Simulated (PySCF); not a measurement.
Computed data sheet: `FC(F)(F)c1cncnn1`

Species: C4H2F3N3.
Numbering: `[F:1][C:2]([F:3])([F:4])[c:5]1[cH:6][n:7][cH:8][n:9][n:10]1` (hydrogens: H11 on C6; H12 on C8)

Some functional groups and rings: pyridine-type ring nitrogen, CF3 group and C–F bond.

GFN2-xTB geometry:

```yaml
Point_group_of_the_GFN2-xTB_geometry: C1
Rotational_constants_A_B_C_of_the_GFN2-xTB_geometry: 3.009, 0.988, 0.854 GHz
```

**CAM-B3LYP/def2-SVPD ground state and vertical TDDFT (core frozen in the response) (PySCF)**

```yaml
Dipole_moment: 2.61 D
HOMO_energy: -9.06 eV
LUMO_energy: -1.65 eV
HOMO–LUMO_gap: 7.41 eV
Lowest_singlet_excitation: 3.18 eV (390 nm, f = 0.005)
Strongest_line_among_the_8_lowest_singlet_transitions: S7 at 6.84 eV (181 nm, f = 0.071)
Lowest_triplet_excitation_Tamm–Dancoff: 2.44 eV
Static_isotropic_polarisability: 65.3 au
Electronic_spatial_extent_⟨r²⟩_about_the_centre_of_nuclear_charge: 1268 bohr²
```

From PBE0/pcSseg-1 ground state and GIAO shieldings, non-relativistic (PySCF):

```yaml
Lowest_Hirshfeld_atomic_charge: -0.13 e on N7
Highest_Hirshfeld_atomic_charge: +0.26 e on C2
13C_chemical_shifts_computed_TMS_as_zero_by_class: 164.4 (C8), 159.7 (C5), 153.8 (C6), 131.3 (C2) ppm
1H_chemical_shifts_computed_TMS_as_zero_by_class: 10.32 (H12), 9.19 (H11) ppm
Isotropic_shieldings_of_nuclei_other_than_C_and_H_by_class: -222 (N10), -173 (N9), -68 (N7), 251 (F1/F3/F4) ppm
Mayer_bond_orders_between_heavy_atoms: F1–C2 1.00, C2–F3 0.99, C2–F4 1.04, C2–C5 0.95, C5–C6 1.25, C6–N7 1.48, N7–C8 1.41, C8–N9 1.47, N9–N10 1.35, N10–C5 1.49
```

B3LYP/pcJ-1 indirect spin-spin coupling, non-relativistic, gas phase; spin–dipole term left out for some pairs (PySCF):

```yaml
Largest_of_the_computed_one-bond_spin–spin_couplings_means_over_like_bonds: 19F–13C -342.3 (F1–C2 and 2 like it), 13C–1H +219.3 (C8–H12), 13C–1H +198.1 (C6–H11) Hz
```

Monoisotopic mass from the formula: 149.0201 u.

The vertical singlet–triplet gap S1 − T1 is 0.74 eV (TDDFT singlet less Tamm–Dancoff triplet; S1: HOMO→LUMO, weight 0.99; T1: HOMO→LUMO, weight 0.95). With B = h/(8π²I), that is 505.379 GHz u Å² over I, the principal moments of inertia are 167.9, 511.4 and 591.4 u Å² (most abundant isotopes); the inertial defect Ic − Ia − Ib is -87.9 u Å² (zero for a rigid planar frame, negative otherwise). The largest Löwdin shares of the HOMO are 0.35 on N9, 0.30 on N10, 0.14 on N7 and 0.07 on C5. The largest Löwdin shares of the LUMO are 0.27 on N10, 0.23 on N7, 0.15 on N9 and 0.15 on C6. The polarisability is 9.67 Å³ as a volume (1 au = 0.148185 Å³), or 0.88 au for each of the 74 electrons. The 8 singlets span 3.18 to 6.86 eV, and their oscillator strengths add up to 0.18. The rotational constants make it an asymmetric top with κ = (2B − A − C)/(A − C) = -0.88, nearer the prolate limit (−1). The principal polarisabilities are 44.5, 67.6 and 83.7 au; their mean is the isotropic value.

 NMR classes are plain means over equivalent atoms (diastereotopic ones count apart unless rotation or inversion swaps them), as if these changed places fast; in this geometry the members of some classes differ.

For the TDDFT job (CAM-B3LYP/def2-SVPD), time: 42 s wall; peak memory 1.0 GiB. Hardware: Arm Neoverse V2, one thread, no GPU (shared host).

The values belong to the conformer `[F:1][C:2]([F:3])([F:4])[c:5]1[cH:6][n:7][cH:8][n:9][n:10]1`: F1–C2–C5–C6 -80°.
